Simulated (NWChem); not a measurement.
System: C$_{3}$H$_{5}$NSSi; SMILES [SiH3]c1nccs1

Input file for NWChem:

```
start job
memory heap 200 mb stack 900 mb global 1100 mb
geometry units angstroms noautosym nocenter noautoz
  Si    -0.009469    -2.222127    -0.001752
  C     -0.189008    -0.348751     0.011456
  N     -1.275109     0.267583    -0.375499
  C     -1.154202     1.617555    -0.270635
  C      0.049940     2.067924     0.207753
  S      1.070205     0.735964     0.538450
  H     -1.039909    -2.835510     0.884426
  H     -0.173176    -2.736376    -1.391750
  H      1.354217    -2.563223     0.502680
  H     -1.986469     2.262487    -0.559629
  H      0.370287     3.095266     0.374534
end
basis spherical
  Si library def2-svp
  C library def2-svp
  N library def2-svp
  S library def2-svp
  H library def2-svp
end
dft
  xc hfexch
  iterations 150
end
property
  response 1 0.0
end
task dft property
```

NWChem printed, in part:

```
             Northwest Computational Chemistry Package (NWChem) 7.3.0
             --------------------------------------------------------

                             Geometry "geometry" -> ""
                             -------------------------

 Output coordinates in angstroms (scale by  1.889725989 to convert to a.u.)

  No.       Tag          Charge          X              Y              Z
 ---- ---------------- ---------- -------------- -------------- --------------
    1 Si                  14.0000    -0.00946900    -2.22212700    -0.00175200
    2 C                    6.0000    -0.18900800    -0.34875100     0.01145600
    3 N                    7.0000    -1.27510900     0.26758300    -0.37549900
    4 C                    6.0000    -1.15420200     1.61755500    -0.27063500
    5 C                    6.0000     0.04994000     2.06792400     0.20775300
    6 S                   16.0000     1.07020500     0.73596400     0.53845000
    7 H                    1.0000    -1.03990900    -2.83551000     0.88442600
    8 H                    1.0000    -0.17317600    -2.73637600    -1.39175000
    9 H                    1.0000     1.35421700    -2.56322300     0.50268000
   10 H                    1.0000    -1.98646900     2.26248700    -0.55962900
   11 H                    1.0000     0.37028700     3.09526600     0.37453400

 Effective nuclear repulsion energy (a.u.)     331.5213220978

  xc_inp: hfexch multiplicative factor not found.
                              NWChem Property Module
                              ----------------------

                                 NWChem DFT Module
                                 -----------------

 Summary of "ao basis" -> "ao basis" (spherical)
 ------------------------------------------------------------------------------
       Tag                 Description            Shells   Functions and Types
 ---------------- ------------------------------  ------  ---------------------
 Si                         def2-svp                 8       18   4s3p1d
 C                          def2-svp                 6       14   3s2p1d
 N                          def2-svp                 6       14   3s2p1d
 S                          def2-svp                 8       18   4s3p1d
 H                          def2-svp                 3        5   2s1p

            General Information
            -------------------
          SCF calculation type: DFT
          Wavefunction type:  closed shell.
          No. of atoms     :    11
          No. of electrons :    60
           Alpha electrons :    30
            Beta electrons :    30
          Charge           :     0
          Spin multiplicity:     1
          Use of symmetry is: off; symmetry adaption is: off
          Maximum number of iterations: 150
          AO basis - number of functions:   117
                     number of shells:    55
          Convergence on energy requested:  1.00D-06
          Convergence on density requested:  1.00D-05
          Convergence on gradient requested:  5.00D-04

              XC Information
              --------------
                     Hartree-Fock (Exact) Exchange  1.000

      Superposition of Atomic Density Guess
      -------------------------------------

 Sum of atomic energies:        -855.70087101

      Non-variational initial energy
      ------------------------------

 Total energy =    -859.079057
 1-e energy   =   -1837.271001
 2-e energy   =     646.670622
 HOMO         =      -0.255335
 LUMO         =      -0.013547

   convergence    iter        energy       DeltaE   RMS-Dens  Diis-err
 ---------------- ----- ----------------- --------- --------- ---------
 d= 0,ls=0.0,diis     1   -856.9674638476 -1.19D+03  6.47D-03  4.44D-01
 d= 0,ls=0.0,diis     2   -857.0337960197 -6.63D-02  3.14D-03  1.48D-01
 d= 0,ls=0.0,diis     3   -857.0514680916 -1.77D-02  1.40D-03  1.47D-02
 d= 0,ls=0.0,diis     4   -857.0545091183 -3.04D-03  3.71D-04  6.91D-04
 d= 0,ls=0.0,diis     5   -857.0547016390 -1.93D-04  1.75D-04  1.11D-04
  Resetting Diis
 d= 0,ls=0.0,diis     6   -857.0547482219 -4.66D-05  9.58D-05  2.42D-05
 d= 0,ls=0.0,diis     7   -857.0547593623 -1.11D-05  2.43D-05  3.73D-06
 d= 0,ls=0.0,diis     8   -857.0547606039 -1.24D-06  1.15D-05  1.32D-06
 d= 0,ls=0.0,diis     9   -857.0547610209 -4.17D-07  1.94D-05  5.07D-07
 d= 0,ls=0.0,diis    10   -857.0547613409 -3.20D-07  1.88D-06  1.37D-08

         Total DFT energy =     -857.054761340934
      One electron energy =    -1839.625962464087
           Coulomb energy =      720.356661205599
    Exchange-Corr. energy =      -69.306782180197
 Nuclear repulsion energy =      331.521322097750

 Numeric. integr. density =        0.000000000000

                       DFT Final Molecular Orbital Analysis
                       ------------------------------------

 Vector   28  Occ=2.000000D+00  E=-4.218694D-01
              MO Center= -6.3D-01,  9.5D-02, -1.4D-01, r^2= 3.0D+00
   Bfn.  Coefficient  Atom+Function         Bfn.  Coefficient  Atom+Function
  ----- ------------  ---------------      ----- ------------  ---------------
    36      0.341082   3 N  px               39     -0.275470   3 N  px
    85     -0.249397   6 S  px               37      0.226897   3 N  py
    40     -0.203374   3 N  py               35      0.194111   3 N  s
    82     -0.192743   6 S  px               34      0.171093   3 N  s
    23      0.160094   2 C  py               26      0.147440   2 C  py

 Vector   29  Occ=2.000000D+00  E=-3.956363D-01
              MO Center=  1.4D-01,  7.0D-01,  1.8D-01, r^2= 2.8D+00
   Bfn.  Coefficient  Atom+Function         Bfn.  Coefficient  Atom+Function
  ----- ------------  ---------------      ----- ------------  ---------------
    87      0.459934   6 S  pz               84      0.314078   6 S  pz
    38      0.300184   3 N  pz               41     -0.245959   3 N  pz
    81      0.177043   6 S  pz               85     -0.175230   6 S  px
    66      0.149628   5 C  pz               69      0.132226   5 C  pz
    82     -0.119659   6 S  px               36     -0.114371   3 N  px

 Vector   30  Occ=2.000000D+00  E=-3.455844D-01
              MO Center= -2.7D-01,  1.0D+00,  4.0D-02, r^2= 3.2D+00
   Bfn.  Coefficient  Atom+Function         Bfn.  Coefficient  Atom+Function
  ----- ------------  ---------------      ----- ------------  ---------------
    66      0.301973   5 C  pz               52      0.294948   4 C  pz
    69      0.265887   5 C  pz               24     -0.261722   2 C  pz
    27     -0.246575   2 C  pz               87     -0.231205   6 S  pz
    55      0.228210   4 C  pz               84     -0.144318   6 S  pz
    64     -0.115050   5 C  px               50     -0.112373   4 C  px

 Vector   31  Occ=0.000000D+00  E= 8.976322D-02
              MO Center= -7.1D-02,  2.3D-01,  8.2D-02, r^2= 4.2D+00
   Bfn.  Coefficient  Atom+Function         Bfn.  Coefficient  Atom+Function
  ----- ------------  ---------------      ----- ------------  ---------------
    87     -0.459747   6 S  pz               27      0.425732   2 C  pz
    69      0.410608   5 C  pz               13      0.365586   1 Si pz
    94     -0.335831   7 H  s                99      0.335794   8 H  s
    41     -0.294254   3 N  pz               24      0.292149   2 C  pz
    66      0.251337   5 C  pz               38      0.208664   3 N  pz

 Vector   32  Occ=0.000000D+00  E= 1.570428D-01
              MO Center=  1.6D-01, -1.8D+00,  8.0D-02, r^2= 5.6D+00
   Bfn.  Coefficient  Atom+Function         Bfn.  Coefficient  Atom+Function
  ----- ------------  ---------------      ----- ------------  ---------------
    12      1.502946   1 Si py               21     -1.392111   2 C  s
    26      0.517977   2 C  py               86     -0.497645   6 S  py
   104      0.485368   9 H  s                 4      0.405540   1 Si s
    63      0.286948   5 C  s                25     -0.280257   2 C  px
    11     -0.277479   1 Si px              109      0.263306  10 H  s

 Vector   33  Occ=0.000000D+00  E= 1.760167D-01
              MO Center= -3.8D-01,  5.5D-02, -4.3D-02, r^2= 6.8D+00
   Bfn.  Coefficient  Atom+Function         Bfn.  Coefficient  Atom+Function
  ----- ------------  ---------------      ----- ------------  ---------------
    13      1.032741   1 Si pz               94     -0.783887   7 H  s
    99      0.784899   8 H  s                55      0.615620   4 C  pz
    69     -0.499052   5 C  pz               11     -0.392070   1 Si px
    41     -0.316644   3 N  pz               52      0.298273   4 C  pz
    53     -0.234463   4 C  px               66     -0.199857   5 C  pz

     Multipole analysis of the density
     ---------------------------------

     L   x y z        total         alpha         beta         nuclear
     -   - - -        -----         -----         ----         -------
     0   0 0 0     -0.000000    -30.000000    -30.000000     60.000000

     1   1 0 0      0.387120      1.298784      1.298784     -2.210448
     1   0 1 0      0.411120      0.411786      0.411786     -0.412453
     1   0 0 1      0.165385     -5.079929     -5.079929     10.325244

     2   2 0 0    -40.240603   -100.395816   -100.395816    160.551029
     2   1 1 0     -0.891308      5.045395      5.045395    -10.982098
     2   1 0 1     -0.067743    -28.151977    -28.151977     56.236211
     2   0 2 0    -32.717524   -297.011204   -297.011204    561.304884
     2   0 1 1      0.053206     -9.836628     -9.836628     19.726462
     2   0 0 2    -39.967923    -37.393675    -37.393675     34.819427

 *** CALLING NEW AORESP DRIVER FOR CLOSED AND OPEN SHELLS ***
 Entering AOResponse driver routine

--------------------------------------------------------------------------------

          -----------------------------------------------
          Solving response equations for perturbing field
          -----------------------------------------------

 number of frequencies:     1
 frequency in a.u.:  0.0000000E+00
 Perturbing field: electric
 Using El. Dipole Length Gauge

 Setting up CPKS with frequency omega =      0.00000000 a.u.

 STATIC response

                                NWChem CPHF Module
                                ------------------

  scftype          =     RHF
  nclosed          =       30
  nopen            =        0
  variables        =     2610
  # of vectors     =        3
  tolerance        = 0.10D-03
  level shift      = 0.00D+00
  max iterations   =       50
  max subspace     =       30

 SCF residual:    6.5280496007470663E-005

Iterative solution of linear equations
  No. of variables     2610
  No. of equations        3
  Maximum subspace       30
        Iterations       50
       Convergence  1.0D-04

   iter   nsub   residual    time
   ----  ------  --------  ---------
     1      3    1.81D+00      12.8
     2      6    1.74D+00      15.4
     3      9    2.01D-01      17.9
     4     12    1.16D-01      20.5
     5     15    2.19D-02      23.0
     6     18    8.92D-03      25.6
     7     21    4.15D-03      28.1
     8     24    6.98D-04      30.7
     9     27    2.28D-04      33.2
    10     30    3.00D-05      35.7

 Electric Dipole Response Matrix (nonzero elements):

              1        2        3
    1   70.3234  -0.3683   9.3336
    2   -0.3683  89.0731   1.7448
    3    9.3336   1.7448  49.4156

 ------------------------------------------
 average:        69.60401 + I       0.00000

 DFT Linear Response polarizability / au
 Frequency  =       0.0000000 / au
              X              Y              Z
 -----------------------------------------------
 X      70.3233655     -0.3682903      9.3335720
 Y      -0.3683162     89.0730887      1.7448337
 Z       9.3335708      1.7448436     49.4155737
 -----------------------------------------------
 Eigenvalues =      73.8786892     89.1498128     45.7835258
 Isotropic   =      69.6040093
 Anisotropic =      38.0997393
 -----------------------------------------------

 Magnetic Dipole Response Matrix (nonzero elements):

 Exiting AOResponse driver routine
```

Level: Hartree-Fock/def2-SVP. All runs use the structure optimised with PBE0/def2-SVP.
